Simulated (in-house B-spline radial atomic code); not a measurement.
Configurations of Nb V (Nb4+), with energies counted from [Kr] 4d1. Level of theory: Dirac-Hartree-Fock, average of configuration, Fermi nucleus of rms radius 4.324 fm; calculated with a radial B-spline atomic code at the basis-set limit. Energies include first-order Breit, QED and recoil terms.

Occupations are held fixed; configurations that lie above the ionisation limit could autoionise.

| configuration | E - E(ref) (eV) | highest orbital | its <r> (bohr) |
| --- | --- | --- | --- |
| [Kr] 5d1 | 25.597 | 5d5/2 | 3.814 |
| [Kr] 6p1 | 30.308 | 6p3/2 | 5.262 |
| [Kr] 5g1 | 35.745 | 5g7/2 | 5.476 |
| [Kr] 8s1 | 39.805 | 8s1/2 | 10.71 |
| [Kr] 7f1 | 42.014 | 7f5/2 | 12.56 |
| [Kr] 8d1 | 42.083 | 8d5/2 | 13.47 |
| [Ar] 3d10 4s2 4p5 4d1 4f1 | 63.493 | 4f5/2 | 3.048 |
| [Ar] 3d10 4s2 4p5 4d1 6f1 | 76.276 | 6f5/2 | 8.713 |

Problem. Order these further configurations by energy, lowest first.
A. [Ar] 3d10 4s2 4p5 4d2
B. [Kr] 7p1
C. [Kr] 7d1
D. [Ar] 3d10 4s2 4p5 4d1 7f1
E. [Kr] 5s1

Solution. E (9.2049 eV), A (36.403 eV), B (36.98 eV), C (39.345 eV), D (79.031 eV).

Problem. How far above the reference does [Kr] 6g1 lie?

Solution. 39.903 eV; its least bound orbital is 6g7/2 with <r> = 8.759 bohr.

Problem. How far above the reference does [Kr] 6f1 lie?

Solution. 39.296 eV; its least bound orbital is 6f5/2 with <r> = 8.802 bohr.

Problem. How far above the reference does [Kr] 5f1 lie?

Solution. 34.797 eV; its least bound orbital is 5f5/2 with <r> = 5.648 bohr.
